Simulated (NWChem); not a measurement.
System meant: phosphoric acid (H$_{3}$PO$_{4}$); SMILES OP(=O)(O)O

Here is an NWChem input.

```
start job
memory heap 200 mb stack 900 mb global 1100 mb
geometry units angstroms noautoz
  O      1.428183    -0.144019    -0.587962
  P      0.000298    -0.002482     0.130101
  O      0.003717    -0.030629     1.605433
  O     -0.581710     1.326436    -0.555273
  O     -0.850539    -1.149150    -0.601843
  H      2.000121    -0.748333    -0.097604
  H     -0.350735     2.108462    -0.037732
  H     -1.649916    -1.355540    -0.100685
end
basis spherical
  * library def2-svp
end
dft
  xc b3lyp
  iterations 4
  mulliken
end
task dft energy
```

End of the output:

```
    Atom       Charge   Shell Charges
 -----------   ------   -------------------------------------------------------
    1 O    8     8.21   1.97  0.89  0.61  2.73  1.99  0.02
    2 P   15    14.15   2.00  1.92  0.64  0.27  5.80  1.37  1.08  1.06
    3 O    8     8.50   1.98  0.96  0.71  2.70  2.13  0.02
    4 O    8     8.21   1.97  0.89  0.61  2.73  1.99  0.02
    5 O    8     8.21   1.97  0.89  0.61  2.73  1.99  0.02
    6 H    1     0.91   0.55  0.18  0.18
    7 H    1     0.91   0.55  0.18  0.18
    8 H    1     0.91   0.55  0.18  0.18

 center of mass
 --------------
 x =  -0.00000000 y =   0.00000000 z =  -0.00744217

 moments of inertia (a.u.)
 ------------------
         408.918874507990           0.000000000000           0.000000000000
           0.000000000000         408.918874507990          -0.000000000000
           0.000000000000          -0.000000000000         403.583325345190

     Multipole analysis of the density
     ---------------------------------

     L   x y z        total         alpha         beta         nuclear
     -   - - -        -----         -----         ----         -------
     0   0 0 0     -0.000000    -25.000000    -25.000000     50.000000

     1   1 0 0      0.000000      0.000000      0.000000      0.000000
     1   0 1 0      0.000000      0.000000      0.000000     -0.000000
     1   0 0 1      0.060644      0.030322      0.030322      0.000000

     2   2 0 0    -21.072830    -67.062181    -67.062181    113.051532
     2   1 1 0     -0.000000     -0.000000     -0.000000     -0.000000
     2   1 0 1      0.000000      0.000000      0.000000     -0.000000
     2   0 2 0    -21.072830    -67.062181    -67.062181    113.051532
     2   0 1 1     -0.000000     -0.000000     -0.000000      0.000000
     2   0 0 2    -32.552698    -68.085561    -68.085561    103.618424

 ------------------------------------------------------------------------
 dft energy failed                                                                                  0
 ------------------------------------------------------------------------
 ------------------------------------------------------------------------
  current input line :
    21: task dft energy
 ------------------------------------------------------------------------
 ------------------------------------------------------------------------
 This type of error is most commonly associated with calculations not reaching convergence criteria
 ------------------------------------------------------------------------
 For more information see the NWChem manual at https://nwchemgit.github.io

0:dft energy failed:Received an Error in Communication
```

**Question.** Find the fault in this run and fix the input.

**Answer.** The run did not converge; its last values are not results. Cause: the SCF was allowed too few iterations. This input runs:
```
start job
memory heap 200 mb stack 900 mb global 1100 mb
geometry units angstroms noautoz
  O      1.428183    -0.144019    -0.587962
  P      0.000298    -0.002482     0.130101
  O      0.003717    -0.030629     1.605433
  O     -0.581710     1.326436    -0.555273
  O     -0.850539    -1.149150    -0.601843
  H      2.000121    -0.748333    -0.097604
  H     -0.350735     2.108462    -0.037732
  H     -1.649916    -1.355540    -0.100685
end
basis spherical
  * library def2-svp
end
dft
  xc b3lyp
  iterations 150
  mulliken
end
task dft energy
```
It converges to -643.81770 Ha (B3LYP/def2-SVP).
